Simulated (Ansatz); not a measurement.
CH$_{6}$BClGeSi at its PBE0-D4/def2-TZVP geometry, where that method's forces vanish. The species carries charge 0 and has multiplicity 1. The bonds changed during the relaxation, so this is another structure than the one it started from.

```tsv
atom	x (Å)	y (Å)	z (Å)
B1	-1.480	0.763	-0.428
Si2	-0.897	-1.014	0.101
Ge3	0.726	0.768	-0.376
C4	0.730	-0.801	0.969
Cl5	1.961	-2.048	0.889
H6	-2.092	0.736	-1.457
H7	-1.711	1.616	0.379
H8	-0.729	-2.106	-0.905
H9	1.127	2.017	0.406
H10	1.658	0.429	-1.541
H11	0.707	-0.361	1.964
```

Question: For each bond, give half the difference of the two atoms' forces along it (eV/Å; positive pushes the atoms apart) under PBE-D4, r2SCAN-D4, B3LYP-D4, ωB97M-V in def2-TZVPP. (Estimate.)

Answer: Computed: 
```json
{"bond": "B1–Si2", "length (Å)": "1.944", "PBE-D4": "0.00", "r2SCAN-D4": "0.04", "B3LYP-D4": "0.20", "ωB97M-V": "0.07"}
{"bond": "B1–Ge3", "length (Å)": "2.207", "PBE-D4": "-0.08", "r2SCAN-D4": "-0.01", "B3LYP-D4": "0.22", "ωB97M-V": "0.11"}
{"bond": "B1–H6", "length (Å)": "1.197", "PBE-D4": "0.06", "r2SCAN-D4": "-0.03", "B3LYP-D4": "-0.14", "ωB97M-V": "-0.10"}
{"bond": "B1–H7", "length (Å)": "1.197", "PBE-D4": "0.06", "r2SCAN-D4": "-0.05", "B3LYP-D4": "-0.12", "ωB97M-V": "-0.09"}
{"bond": "Si2–Ge3", "length (Å)": "2.458", "PBE-D4": "0.15", "r2SCAN-D4": "0.06", "B3LYP-D4": "0.34", "ωB97M-V": "0.08"}
{"bond": "Si2–C4", "length (Å)": "1.857", "PBE-D4": "0.16", "r2SCAN-D4": "0.03", "B3LYP-D4": "0.05", "ωB97M-V": "-0.10"}
{"bond": "Si2–H8", "length (Å)": "1.494", "PBE-D4": "0.12", "r2SCAN-D4": "-0.02", "B3LYP-D4": "-0.12", "ωB97M-V": "-0.13"}
{"bond": "Ge3–C4", "length (Å)": "2.067", "PBE-D4": "0.13", "r2SCAN-D4": "0.05", "B3LYP-D4": "0.13", "ωB97M-V": "-0.06"}
{"bond": "Ge3–H9", "length (Å)": "1.527", "PBE-D4": "0.08", "r2SCAN-D4": "-0.05", "B3LYP-D4": "-0.10", "ωB97M-V": "-0.11"}
{"bond": "Ge3–H10", "length (Å)": "1.530", "PBE-D4": "0.08", "r2SCAN-D4": "-0.04", "B3LYP-D4": "-0.09", "ωB97M-V": "-0.10"}
{"bond": "C4–Cl5", "length (Å)": "1.755", "PBE-D4": "0.14", "r2SCAN-D4": "0.19", "B3LYP-D4": "0.36", "ωB97M-V": "0.28"}
{"bond": "C4–H11", "length (Å)": "1.088", "PBE-D4": "0.09", "r2SCAN-D4": "-0.07", "B3LYP-D4": "-0.19", "ωB97M-V": "-0.11"}
```

B3LYP here is the variant with VWN-RPA as its local correlation; programs differ in this.
